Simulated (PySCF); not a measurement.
Compound: C4H13ClOSi2.
Geometry (GFN2-xTB, Å), atoms numbered from 1 in this order:
```
atom  x, y, z in Å
C1     3.0821   -0.5397   -0.1846
C2     1.7491   -0.5773    0.5447
O3     0.7834    0.1108   -0.2161
Si4   -0.8347    0.1903   -0.1052
C5    -1.6692   -1.5264   -0.1833
Si6   -1.3080    1.6610   -1.8128
C7    -1.3289    0.9038    1.6245
Cl8   -0.8639   -0.2141    2.9443
H9     3.3891    0.4903   -0.3457
H10    2.9903   -1.0267   -1.1521
H11    3.8410   -1.0493    0.4029
H12    1.4273   -1.6124    0.6985
H13    1.8366   -0.0980    1.5256
H14   -1.4034   -2.1434    0.6729
H15   -2.7523   -1.4449   -0.2004
H16   -1.3689   -2.0611   -1.0811
H17   -0.9509    1.1423   -3.1357
H18   -0.6606    2.9711   -1.6956
H19   -2.7498    1.9287   -1.8637
H20   -0.8189    1.8424    1.8337
H21   -2.3984    1.0697    1.7289
```

Computed at PBE0/pcSseg-1 (PySCF, non-relativistic), with Q(17O) = −0.0256 b, Q(35Cl) = −0.0817 b: O3, 17O (I = 5/2): χzz = -10.23 MHz, η = 0.310; Cl8, 35Cl (I = 3/2): χzz = -76.76 MHz, η = 0.019.

(1) Where would the pure quadrupole (NQR) lines of 17O at O3 fall for the rigid, isolated species?

(2) Find the zero-field quadrupole resonance frequencies of 35Cl at Cl8.

(3) Apply the simplest Townes–Dailey estimate (no s hybridisation, no π bonding), ionic character = 1 − χzz/χ0, where χ0 is the coupling for one missing p electron along the bond: −109.74 MHz for 35Cl.

Results:

(1) From the eigenvalues of H = χ/[4I(2I − 1)] × [3Iz² − I(I + 1) + η(Ix² − Iy²)], steps between neighbouring levels, labelled as for η = 0: ±1/2↔±3/2 1.687 MHz, ±3/2↔±5/2 3.012 MHz (silyl ether oxygen).

(2) From ν = (|χ|/2)√(1 + η²/3): ν = 38.38 MHz (alkyl chlorine). For 37Cl the ratio of quadrupole moments, 0.7881, gives 30.25 MHz.

(3) Cl8 on C7: 1 − (-76.76)/(-109.74) = 0.30. In this model a purely covalent bond gives χ0 and a free halide ion gives zero; s hybridisation or π bonding, where present, is counted here as ionic character.

In a crystal, neighbours and librations shift these lines. GFN2-xTB bond lengths can be off by several hundredths of an ångström, more for odd bonds, and the gradients follow them. The basis is small and wasn't made for field gradients, so the couplings can be 20 % off.

One conformer stands for the species.
